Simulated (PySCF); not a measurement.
Sn(H)(Cl)2(Et) (C2H6Cl2Sn), SMILES C[CH2][SnH]([Cl])[Cl]. Heavy atoms are numbered as in [SnH:1]([Cl:2])([Cl:3])[CH2:4][CH3:5]. Hydrogens are named by the atom that carries them.

The structure is a stationary point at B3LYP-D3(BJ)/def2-SVP. The structure was generated by enumeration; whether it is a known compound was not checked. The def2 effective core potentials stand for the cores of Sn; spin–orbit coupling is left out. One conformer was computed; it need not be the lowest.

Calculation: B3LYP/def2-TZVP (PySCF).

ESP charges are fitted to the potential on shells at 1.4 to 2.0 van der Waals radii. Atomic charges (e), one atom of each kind:

| atom | Mulliken | Löwdin | ESP fit |
|---|---|---|---|
| Sn1 (SnH) | 0.91 | 0.19 | 0.37 |
| Cl2 | -0.38 | ? | -0.22 |
| C4 (CH2) | -0.40 | -0.44 | -0.06 |
| C5 (CH3) | -0.35 | ? | -0.34 |
| H on Sn1 | -0.04 | -0.05 | -0.02 |
| H on C4 | 0.13 | 0.14 | 0.08 |
| H on C5 | 0.12 | ? | 0.10 |

Question: What belongs in the gaps? (An estimate is asked for; the answer gives what the named calculation found.)

Answer: 
- Cl2, Löwdin: -0.01
- C5 (CH3), Löwdin: -0.33
- H on C5, Löwdin: 0.12
